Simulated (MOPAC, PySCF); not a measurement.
C₃HN, SMILES `C#CC#N`, neutral singlet in the gas phase. 

Cartesian coordinates (Å):
SMILES: C(C#C)#N
```xyz
5

C     -1.2854    -0.0173    -0.2672
C     -0.0799    -0.0011    -0.1201
C      1.2765     0.0171     0.0455
N      2.4379     0.0327     0.1871
H     -2.3491    -0.0315    -0.3970
```
Charge 0, spin multiplicity 1.

All levels are single points at this geometry (PBE-D3(BJ)/def2-TZVP); Pople sets use spherical d functions. Orbital energies aren't observables, and empty levels follow the basis.

SVWN5/6-31G* in PySCF gives HOMO (eV) = -7.62.

Problem. Estimate the HOMO (eV) from each of these levels: PBE-D3(BJ)/def2-TZVP in PySCF; B3LYP/6-311+G** in PySCF; B3LYP/6-31G* in PySCF; BP86/6-31G* in PySCF; PBE/6-31G* in PySCF; HF/3-21G in PySCF; AM1 in MOPAC; PM3 in MOPAC.

Solution. 
```json
[
 {"level": "PBE-D3(BJ)/def2-TZVP in PySCF", "HOMO (eV)": "-7.79"},
 {"level": "B3LYP/6-311+G** in PySCF", "HOMO (eV)": "-8.77"},
 {"level": "B3LYP/6-31G* in PySCF", "HOMO (eV)": "-8.37"},
 {"level": "BP86/6-31G* in PySCF", "HOMO (eV)": "-7.54"},
 {"level": "PBE/6-31G* in PySCF", "HOMO (eV)": "-7.44"},
 {"level": "HF/3-21G in PySCF", "HOMO (eV)": "-11.45"},
 {"level": "AM1 in MOPAC", "HOMO (eV)": "-11.52"},
 {"level": "PM3 in MOPAC", "HOMO (eV)": "-11.41"}
]
```
